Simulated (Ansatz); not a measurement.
Stepwise reaction of `[SH][Ga]([SH])[SH]` with water, as a gas-phase model of exchange steps in deposition or etching. ΔE in kJ/mol.

Gas-phase electronic energies from Ansatz, PBE0-D4/def2-TZVP geometries. CCSD(T)/CBS adds triple-zeta CCSD(T) − MP2 to the extrapolated MP2 energy (def2 sets, frozen cores). This one scheme is used for every species. Functionals use def2-TZVPP. B3LYP here is the variant with VWN-RPA as its local correlation; programs differ in this. For Ga outer-core shells are correlated without core-valence functions, which leaves a few kJ/mol of doubt a bond. Scalar relativity is left out up to krypton. Each species was taken in one conformer, which may not be the lowest.

```tsv
step	reaction	PBE-D4	B3LYP-D4	ωB97M-V	CCSD(T)/CBS
1	`[SH][Ga]([SH])[SH]` + H₂O → `[OH][Ga]([SH])[SH]` + H₂S	38.7	34.6	33.4	37.0
2	`[OH][Ga]([SH])[SH]` + H₂O → `[OH][Ga]([OH])[SH]` + H₂S	36.4	31.4	30.7	33.7
```

Question: Give the row of step 3, `[OH][Ga]([OH])[SH]` + H₂O → `[OH][Ga]([OH])[OH]` + H₂S. (Best estimate.)

Answer: Computed: 
```json
{"step": "3", "reaction": "`[OH][Ga]([OH])[SH]` + H₂O → `[OH][Ga]([OH])[OH]` + H₂S", "PBE-D4": "39.3", "B3LYP-D4": "33.8", "ωB97M-V": "33.7", "CCSD(T)/CBS": "35.9"}
```

Question: By hand: ΔE of the 3 steps together at CCSD(T)/CBS.

Answer: (37.0) + (33.7) + (35.9) = 106.6 kJ/mol, or 35.5 kJ/mol a step.

In ΔE the steps differ by no more than 3.3 kJ/mol. All are uphill at CCSD(T)/CBS. PBE-D4 differs from CCSD(T)/CBS by 1.7 to 3.4 kJ/mol a step. Isolated molecules leave out the surface, adducts and barriers. Largest T1 diagnostic: 0.014.
